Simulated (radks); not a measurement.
Al V, configuration [He] 2s2 2p5.

Calculated with a radial shooting solver on a logarithmic mesh with Libxc functionals: Dirac Kohn-Sham, RPBE, spin-unpolarised, spherical densities, point nucleus; open shells are shared between the two j in proportion to 2j + 1.

Energy parts (hartree):
| part | energy |
|---|---|
| total | -236.39205 |
| kinetic | 237.00753 |
| electron-nucleus | -542.41253 |
| Hartree | 85.71963 |
| exchange-correlation | -16.70669 |

Orbitals (lengths in bohr, moments of r in powers of bohr; <r^-3> diverges for s and p1/2):
| orbital | occ. | eigenvalue (hartree) | <r^-3> |
|---|---|---|---|
| 1s1/2 | 2 | -58.47178 | - |
| 2s1/2 | 2 | -6.48427 | - |
| 2p1/2 | 1.66667 | -5.10568 | - |
| 2p3/2 | 3.33333 | -5.08765 | 39.23 |
| 3s1/2 | 0 | -1.78558 | - |

The highest occupied level is 2p3/2 at -138.44 eV. Summed over all electrons, <r^2> = 2.909 bohr^2, which gives a Langevin (diamagnetic) susceptibility term of -2.3 x 10^-6 cm^3/mol. For comparison, the ionisation energy in NIST's Atomic Spectra Database is 153.83 eV (semi-empirical). In exact Kohn-Sham theory the highest level is minus the ionisation energy, but local and semilocal functionals leave it too shallow, through self-interaction and a potential that decays too fast; potentials with the right tail come closer.

Beside tabulated values, note that spin-unpolarised runs miss the spin-polarisation part of the exchange energy of open shells.
